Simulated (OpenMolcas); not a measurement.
**OpenMolcas run: O II**

Input:

```
&GATEWAY
Coord
1

O 0.0 0.0 0.0
Basis=ANO-RCC-VDZP
Group=XYZ
NoMove
AngMom=0.0 0.0 0.0
AMFI
&SEWARD
Relativistic=R04O02
* reference wave functions (RASSCF and RASSI steps not shown): 3 electrons in 3 orbitals (2p)
>>> COPY JOB001 $Project.JobIph
&CASPT2
Multistate=1 1
Frozen=0 0
IPEA=0.3
Imaginary=0.05
MaxIter=60
WThr=0.0 0.3 0.05
PrWF=0.5
NoMix
>>> COPY JOB002 $Project.JobIph
&CASPT2
Multistate=8 1 2 3 4 5 6 7 8
NoMult
Frozen=0 0
IPEA=0.3
Imaginary=0.05
MaxIter=60
WThr=0.0 0.3 0.05
PrWF=0.5
NoMix
```

Launched by
```bash
OMP_NUM_THREADS=1 MOLCAS_MEM=2252 MOLCAS_PROJECT=a pymolcas a.inp > a.log  # once for each step of the input, in one work folder
```

Output, cut to the results:

```
--- CASPT2 ---
Orbital specifications:
      -----------------------

      Symmetry species                           1   2
                                                ag  au
      Frozen orbitals                            0   0
      Inactive orbitals                          2   0
      Active orbitals                            0   3
      Secondary orbitals                         6   3
      Deleted orbitals                           0   0
      Number of basis functions                  8   6
Type of calculation                        SS-CASPT2
      Fock operator                              state-specific
      IPEA shift                                 0.30
      Real shift                                 0.00
      Imaginary shift                            0.05
      The input orbitals will be transformed to quasi-canonical
Reference energy:         -74.4233808289
      E2 (Non-variational):      -0.0748034185
      Shift correction:          -0.0000135763
      E2 (Variational):          -0.0748169948
      Total energy:             -74.4981978237
      Residual norm:              0.0000002378
      Reference weight:           0.98095
      Contributions to the CASPT2 correlation energy
      Active & Virtual Only:         -0.0161181833
      One Inactive Excited:          -0.0518883409
      Two Inactive Excited:          -0.0067968943
::    CASPT2 Root  1     Total energy:    -74.49819782
--- CASPT2 ---
Orbital specifications:
      -----------------------

      Symmetry species                           1   2
                                                ag  au
      Frozen orbitals                            0   0
      Inactive orbitals                          2   0
      Active orbitals                            0   3
      Secondary orbitals                         6   3
      Deleted orbitals                           0   0
      Number of basis functions                  8   6
Type of calculation                        SS-CASPT2
      Fock operator                              state-specific
      IPEA shift                                 0.30
      Real shift                                 0.00
      Imaginary shift                            0.05
      The input orbitals will be transformed to quasi-canonical
Reference energy:         -74.2834548624
      E2 (Non-variational):      -0.0791535955
      Shift correction:          -0.0000164408
      E2 (Variational):          -0.0791700363
      Total energy:             -74.3626248987
      Residual norm:              0.0000002454
      Reference weight:           0.97921
      Contributions to the CASPT2 correlation energy
      Active & Virtual Only:         -0.0195455603
      One Inactive Excited:          -0.0528111408
      Two Inactive Excited:          -0.0067968944
Reference energy:         -74.2834548624
      E2 (Non-variational):      -0.0798584581
      Shift correction:          -0.0000164736
      E2 (Variational):          -0.0798749316
      Total energy:             -74.3633297941
      Residual norm:              0.0000002606
      Reference weight:           0.97900
      Contributions to the CASPT2 correlation energy
      Active & Virtual Only:         -0.0195665084
      One Inactive Excited:          -0.0534950553
      Two Inactive Excited:          -0.0067968944
::    CASPT2 Root  1     Total energy:    -74.36262490
::    CASPT2 Root  2     Total energy:    -74.36332979
::    CASPT2 Root  3     Total energy:    -74.36332587
::    CASPT2 Root  4     Total energy:    -74.36330042
::    CASPT2 Root  5     Total energy:    -74.36331747
::    CASPT2 Root  6     Total energy:    -74.28794412
::    CASPT2 Root  7     Total energy:    -74.28799117
::    CASPT2 Root  8     Total energy:    -74.28796602
```

Levels above the lowest, from the spin-orbit matrix with the single-state CASPT2 energies, averaged by term, on its diagonal:

```
Configuration  Term    J  E (cm-1)  Measured (cm-1)  Term weight %
      2s2 2p3   4S*  3/2       0.0              0.0            100
      2s2 2p3   2D*  3/2     29630            26831            100
      2s2 2p3   2D*  5/2     29630            26811            100
      2s2 2p3   2P*  1/2     46140            40470            100
      2s2 2p3   2P*  3/2     46140            40468            100
```

Against the 4 measured excited levels shown (NIST Handbook of Basic Atomic Spectroscopic Data) the mean absolute deviation is 4200 cm-1; the largest miss in energy is 2s2 2p3 2P* 3/2: computed 46140, measured 40468 cm-1 (+14.0 %).

CASPT2 does not keep the components of a term degenerate, so their means are used; among the terms shown or strongly mixed into the levels shown the widest spread is 150 cm-1 (2s2 2p3 2D*). Terms from blocks run as CI alone lack orbitals of their own. With the s shell closed, the reference lacks s² → p² mixing. Measured partners are found by configuration, term and J. A level has none where our copy of the source lacks it or the pairing is in doubt (some pairs that miss far off the trend of their configuration count as doubtful), and it then counts in no deviation. Levels of configurations outside the active space are missing.

The CASPT2 steps took 0.83 s on 1 thread of Arm Neoverse V1 (shared host); the integral step is not counted.

The term weight is that of the spin-free term in the level, not the purity of its configuration. * marks odd parity.
